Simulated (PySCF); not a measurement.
An unknown is described by computed data only.

Formula: C7H5F3S.

- UV, strongest line: among the 10 lowest singlet transitions: S6 at 6.90 eV (180 nm, f = 0.689) [TDDFT wB97X-D/def2-SVPD]
- 1H NMR: chemical shifts (computed TMS as zero) by class: 7.99 (2 H), 7.64 (1 H), 7.59 (2 H) ppm [GIAO PBE0/pcSseg-1]
- UV, first state: lowest singlet excitation: 5.38 eV (230 nm, f = 0.006) [TDDFT wB97X-D/def2-SVPD]
- Rotational structure: rotational constants A, B, C: 2.125, 0.597, 0.578 GHz [PBE0-D3(BJ)/def2-SVP]
- Triplet: lowest triplet excitation (Tamm–Dancoff): 4.13 eV [TDA wB97X-D/def2-SVPD]
- 13C NMR: chemical shifts (computed TMS as zero) by class: 145.4 (2 C), 137.4 (1 C), 137.0 (1 C), 134.6 (2 C), 132.8 (1 C) ppm [GIAO PBE0/pcSseg-1]

Gas-phase values; electronic properties from PySCF, density fitting. Levels stand in brackets. NMR shifts are as computed; neighbouring signals can stand in another order in a measured spectrum. The structure is a single PBE0-D3(BJ)/def2-SVP conformer in the gas phase; no vibrational or solvent corrections. NMR values are class means; diastereotopic atoms form classes of their own.

Q: Propose a structure and show how it fits.

A: Numbering: `[F:1][C:2]([F:3])([F:4])[S:5][c:6]1[cH:7][cH:8][cH:9][cH:10][cH:11]1`. Its formula, C7H5F3S, gives 4 degrees of unsaturation: 1 ring and 3 π bonds in the structure found (Kekulé form). 7 carbons fall into 5 classes; from least to most shielded: aromatic CH carbon [C7/C11] (145.4 ppm, 2 C), CF3 carbon [C2] (137.4 ppm), aromatic CH carbon [C9] (137.0 ppm), aromatic CH carbon [C8/C10] (134.6 ppm, 2 C), substituted aromatic carbon [C6] (132.8 ppm). Hydrogen classes from least to most shielded: 2 H on the ortho carbons, C7/C11 (7.99 ppm), 1 H on the para carbon, C9 (7.64 ppm), 2 H on the meta carbons, C8/C10 (7.59 ppm). By its constants the optimised geometry is an asymmetric top. Structure: PhSCF3, `FC(F)(F)Sc1ccccc1`. Computed isomers that give other values at the same levels: `FC(F)(F)c1ccc(S)cc1` (rotational constant A: 2.832 GHz; this holds for the one conformer computed). The assignments are read from this structure; whether some other isomer fits the data as well wasn't checked.

The values belong to the conformer `[F:1][C:2]([F:3])([F:4])[S:5][c:6]1[cH:7][cH:8][cH:9][cH:10][cH:11]1`: F1–C2–S5–C6 60°, C2–S5–C6–C7 -88°.
